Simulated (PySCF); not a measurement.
**PBE0 on Sn (tin, neutral)**

Configuration: [Kr] 4d10 5s2 5p2, high-spin 3P determinant. Computed with PySCF 2.14 in def2-SVP with the def2 core potential (28 electrons) (4s4p2d, 26 functions), with scalar relativity through the core potential.

| Quantity | Value |
| --- | --- |
| Total energy | -214.2543 hartree |
| One-electron energy | -376.2162 hartree |
| Hartree (Coulomb) energy | 179.9904 hartree |
| Exchange-correlation energy | -18.0285 hartree |
| ⟨S²⟩ | 2.0029 |
| ⟨L²⟩ | 2.008 |
| Sum of ⟨r⟩ | 29.24 bohr |
| Sum of ⟨r²⟩ | 57.42 bohr² |
| Traceless quadrupole moment −½Σ⟨3z² − r²⟩ along its main axis | 4.49 e·bohr² |
| Time after the integrals | 0.34 s of wall time on 1 thread of Neoverse-N1 (shared host) |

```json
{"shell": "4s α", "electrons": "1", "mean orbital energy (eV)": "-140.00", "spread (eV)": "0", "rms radius, mean of both spins (bohr)": "0.878"}
{"shell": "4s β", "electrons": "1", "mean orbital energy (eV)": "-139.89", "spread (eV)": "0", "rms radius, mean of both spins (bohr)": "0.878"}
{"shell": "4p α", "electrons": "3", "mean orbital energy (eV)": "-94.597", "spread (eV)": "0.299", "rms radius, mean of both spins (bohr)": "0.953"}
{"shell": "4p β", "electrons": "3", "mean orbital energy (eV)": "-94.489", "spread (eV)": "0.431", "rms radius, mean of both spins (bohr)": "0.953"}
{"shell": "4d α", "electrons": "5", "mean orbital energy (eV)": "-28.268", "spread (eV)": "0.357", "rms radius, mean of both spins (bohr)": "1.19"}
{"shell": "4d β", "electrons": "5", "mean orbital energy (eV)": "-28.096", "spread (eV)": "0.512", "rms radius, mean of both spins (bohr)": "1.19"}
{"shell": "5s α", "electrons": "1", "mean orbital energy (eV)": "-12.282", "spread (eV)": "0", "rms radius, mean of both spins (bohr)": "2.57"}
{"shell": "5s β", "electrons": "1", "mean orbital energy (eV)": "-10.598", "spread (eV)": "0", "rms radius, mean of both spins (bohr)": "2.57"}
{"shell": "5p α", "electrons": "2", "mean orbital energy (eV)": "-4.985", "spread (eV)": "0", "rms radius, mean of both spins (bohr)": "3.40"}
```

Energies and moments cover only the electrons outside the core potential.
